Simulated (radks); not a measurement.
Tl, 81 electrons, occupied as [Xe] 4f13.5 5d9.5 6s1.5 6p2.5 (fractional occupations, a model configuration).

All-electron calculation, Dirac Kohn-Sham, BLYP, spin-unpolarised, spherical densities, finite nucleus; open shells fill j = l - 1/2 first; Fermi nuclear charge, rms radius 5.4759 fm. Program: a radial shooting solver on a logarithmic mesh with Libxc functionals.

Energy parts (hartree):
| part | energy |
|---|---|
| total | -20282.1613 |
| kinetic | 23483.6562 |
| electron-nucleus | -51202.5037 |
| Hartree | 7818.8938 |
| exchange-correlation | -382.2077 |

Orbitals (lengths in bohr, moments of r in powers of bohr):
| orbital | occ. | eigenvalue (hartree) | <r^2> | small-component weight |
|---|---|---|---|---|
| 1s1/2 | 2 | -3140.327 | 0.0003691 | 9.51e-02 |
| 2s1/2 | 2 | -559.0997 | 0.005550 | 2.19e-02 |
| 2p1/2 | 2 | -536.9237 | 0.003911 | 2.20e-02 |
| 2p3/2 | 4 | -461.0049 | 0.005095 | 1.94e-02 |
| 3s1/2 | 2 | -133.8284 | 0.03599 | 7.35e-03 |
| 3p1/2 | 2 | -123.7785 | 0.03273 | 7.30e-03 |
| 3p3/2 | 4 | -106.9022 | 0.03909 | 6.55e-03 |
| 3d3/2 | 4 | -90.23438 | 0.02987 | 6.44e-03 |
| 3d5/2 | 6 | -86.63026 | 0.03159 | 6.24e-03 |
| 4s1/2 | 2 | -30.20246 | 0.1728 | 2.53e-03 |
| 4p1/2 | 2 | -25.86346 | 0.1755 | 2.43e-03 |
| 4p3/2 | 4 | -21.74379 | 0.2070 | 2.14e-03 |
| 4d3/2 | 4 | -14.64193 | 0.2159 | 1.94e-03 |
| 4d5/2 | 6 | -13.87142 | 0.2268 | 1.87e-03 |
| 5s1/2 | 2 | -5.07129 | 0.8503 | 6.76e-04 |
| 4f5/2 | 6 | -4.70370 | 0.2543 | 1.51e-03 |
| 4f7/2 | 7.5 | -4.53212 | 0.2613 | 1.48e-03 |
| 5p1/2 | 2 | -3.59719 | 0.9786 | 5.91e-04 |
| 5p3/2 | 4 | -2.82967 | 1.181 | 5.00e-04 |
| 5d3/2 | 4 | -0.79731 | 1.983 | 3.12e-04 |
| 5d5/2 | 5.5 | -0.70869 | 2.140 | 2.91e-04 |
| 6s1/2 | 1.5 | -0.42453 | 6.301 | 9.64e-05 |
| 6p1/2 | 2 | -0.16103 | 11.03 | 5.41e-05 |
| 6p3/2 | 0.5 | -0.11004 | 15.09 | 3.87e-05 |

The highest occupied level is 6p3/2 at -2.994 eV. The electron density at the nucleus is 2.524e+06 e/bohr^3.
